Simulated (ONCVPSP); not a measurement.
**What one change does to a pseudopotential (cerium (Ce), ONCV)**

- Element: cerium (Ce)
- Generator: ONCVPSP 4.0.1
- Type: optimised norm-conserving Vanderbilt (ONCV)
- Functional: LDA (Perdew-Wang 92)
- Relativity: scalar-relativistic
- Frozen core: [Kr] 4d10
- Valence charge: 12
- Reference configuration: 4f1 5s2 5p6 5d1 6s1 (charge +1)
- Partial waves: 5s+6s: rc 2.60 bohr, ncon 3, nbas 6, qcut 4.5 1/bohr, 2 projectors; 5p: rc 2.75 bohr, ncon 3, nbas 8, qcut 5.7 1/bohr, 1 projector; 5d: rc 2.80 bohr, ncon 4, nbas 9, qcut 2.9 1/bohr, 2 projectors, debl 3.7 Ha; 4f: rc 0.90 bohr, ncon 4, nbas 8, qcut 12.3 1/bohr, 2 projectors, debl 3.7 Ha
- Local potential: polynomial inside 0.70 bohr (lpopt 5, dvloc0 0 Ha)
- Core correction: Teter function, fcfact 4.25, rcfact 1.3

All-electron outer shells of the reference configuration (LDA (PZ), scalar-relativistic, ld1.x):

```json
{"shell": "4d", "level (eV)": "-116.44", "outermost node (bohr)": "0.31", "outermost maximum (bohr)": "0.66"}
{"shell": "5s", "level (eV)": "-46.70", "outermost node (bohr)": "0.75", "outermost maximum (bohr)": "1.37"}
{"shell": "5p", "level (eV)": "-29.25", "outermost node (bohr)": "0.81", "outermost maximum (bohr)": "1.53"}
{"shell": "4f", "level (eV)": "-11.59", "outermost node (bohr)": "–", "outermost maximum (bohr)": "0.71"}
{"shell": "5d", "level (eV)": "-8.75", "outermost node (bohr)": "0.92", "outermost maximum (bohr)": "2.15"}
{"shell": "6s", "level (eV)": "-8.75", "outermost node (bohr)": "1.80", "outermost maximum (bohr)": "3.50"}
```

Change: f: rc 1.04.

Cutoffs: the cutoffs (Ha) at which the residual kinetic energy of the hardest occupied pseudo-wave falls to 1 and 0.1 mHa per electron; they do not see the model core or the augmentation charge, which bear on the density cutoff. Errors are all-electron minus pseudo energies relative to the spin-unpolarised reference configuration.

What does the change do?

The potential gets softer (325 Ha and 420 Ha → 216 Ha and 260 Ha); both files keep a bound ghost (d, p, s); of the 4 tests that both files solve, the error grows in 1 and shrinks in 0 by more than 15 % and 0.3 meV (median size 12.7 → 12.7 meV). A larger radius leaves more room for a smooth pseudo-wave, so fewer plane waves are needed.

| quantity | base | changed |
| --- | --- | --- |
| cutoff, loose | 325 Ha | 216 Ha |
| cutoff, tight | 420 Ha | 260 Ha |
| loose cutoff by channel | s 6.4 Ha, p 5.2 Ha, d 14 Ha, f 325 Ha | s 6.4 Ha, p 5.2 Ha, d 14 Ha, f 216 Ha |
| bound ghosts | s, p, d | s, p, d |
| GHOST(+) flags under 300 eV | s at 16.3 eV | s at 16.3 eV |
| error for 4f1 5s2 5p6 5d1 6s2, meV [ΔE -6.27 eV] | +0.5 | +0.5 |
| error for 4f1 5s2 5p6 5d1 6s0, meV [ΔE 11.34 eV] | -3.6 | -3.6 |
| error for 4f1 5s2 5p6 5d0 6s0, meV [ΔE 30.68 eV] | +22 | +22 |
| error for 4f0 5s2 5p6 5d1 6s2, meV [ΔE 6.44 eV] | +302 | +348 |
| s: phases at 2.65 bohr within 0.05 rad from the reference energy up to (Ha; the scan ends near 5) | 0.5 | 0.5 |
| p: phases at 2.79 bohr within 0.05 rad from the reference energy up to (Ha; the scan ends near 5) | -0.2 | -0.2 |
| d: phases at 2.84 bohr within 0.05 rad from the reference energy up to (Ha; the scan ends near 5) | 1.2 | 1.2 |
| rms error of d²Exc/dni dnj with the model core, mHa | 6.17 | 6.13 |

 A true bound ghost makes a file unfit for plane-wave use even where its test errors are small: the radial tests pick states by their node count and pass the ghost by.
